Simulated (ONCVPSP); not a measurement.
**bromine (Br): one change to an ONCV potential, before and after**

ONCVPSP 4.0.1 input, shortened (lines: element, Z, core and valence counts, functional; n l f; lmax; l rc ep ncon nbas qcut; lloc lpopt rc5 dvloc0; l nproj debl; icmod fcfact rcfact), PBE, scalar-relativistic:

```
  Br 35.00    3    5        4      upf
    1    0    2.00
    2    0    2.00
    2    1    6.00
    3    0    2.00
    3    1    6.00
    3    2   10.00
    4    0    2.00
    4    1    4.50
    2
    0    1.05    0.00    5    8   13.40
    1    0.95    0.00    4    7   15.70
    2    0.65    0.00    4    9   22.70
    4    5    0.50    0.00
    0    2    1.10
    1    2    1.00
    2    3    2.50
    3    3.00    1.30
```

In the d channel the program set the typed energies aside and used -2.649, 0.250, 2.750 Ha.

All-electron outer shells of the reference configuration (PBE, scalar-relativistic, ld1.x):

```json
{"shell": "2s", "level (eV)": "-1738.50", "outermost node (bohr)": "0.06", "outermost maximum (bohr)": "0.16"}
{"shell": "2p", "level (eV)": "-1533.96", "outermost node (bohr)": "–", "outermost maximum (bohr)": "0.13"}
{"shell": "3s", "level (eV)": "-243.45", "outermost node (bohr)": "0.23", "outermost maximum (bohr)": "0.48"}
{"shell": "3p", "level (eV)": "-178.86", "outermost node (bohr)": "0.21", "outermost maximum (bohr)": "0.48"}
{"shell": "3d", "level (eV)": "-72.09", "outermost node (bohr)": "–", "outermost maximum (bohr)": "0.43"}
{"shell": "4s", "level (eV)": "-25.09", "outermost node (bohr)": "0.67", "outermost maximum (bohr)": "1.41"}
{"shell": "4p", "level (eV)": "-12.50", "outermost node (bohr)": "0.70", "outermost maximum (bohr)": "1.64"}
```

Change: p: qcut 10.2.

Cutoffs: the cutoffs (Ha) at which the residual kinetic energy of the hardest occupied pseudo-wave falls to 1 and 0.1 mHa per electron; they do not see the model core or the augmentation charge, which bear on the density cutoff. Errors are all-electron minus pseudo energies relative to the spin-unpolarised reference configuration.

Problem. Predict the effect on cutoff, ghosts and configuration errors.

Solution. The potential gets neither clearly harder nor softer (217 Ha and 241 Ha → 217 Ha and 241 Ha); the d channel sets the loose cutoff, while the largest relative change is in p, which becomes harder; of the 4 tests that both files solve, the error grows in 1 and shrinks in 1 by more than 15 % and 0.3 meV (median size 1.1 → 1.1 meV); neither file shows a bound ghost.

```csv
quantity,base,changed
"cutoff, loose",217 Ha,217 Ha
"cutoff, tight",241 Ha,241 Ha
loose cutoff by channel,"s 66 Ha, p 80 Ha, d 217 Ha","s 66 Ha, p 133 Ha, d 217 Ha"
bound ghosts,none,none
GHOST(+) flags under 300 eV,none,none
"error for 3s2 3p6 3d10 4s2 4p5, meV [ΔE -5.07 eV]",+0.4,+0.5
"error for 3s2 3p6 3d10 4s2 4p4, meV [ΔE 7.48 eV]",-0.6,-0.8
"error for 3s2 3p6 3d10 4s2 4p3, meV [ΔE 30.24 eV]",-2.7,-3.3
"error for 3s2 3p6 3d10 4s1 4p6, meV [ΔE 7.30 eV]",-1.6,-1.3
s: phases at 1.07 bohr within 0.05 rad from the reference energy up to (Ha; the scan ends near 5),to the end of the scan,to the end of the scan
p: phases at 0.97 bohr within 0.05 rad from the reference energy up to (Ha; the scan ends near 5),to the end of the scan,to the end of the scan
d: phases at 0.66 bohr within 0.05 rad from the reference energy up to (Ha; the scan ends near 5),to the end of the scan,to the end of the scan
"rms error of d²Exc/dni dnj with the model core, mHa",1.82,1.77
```
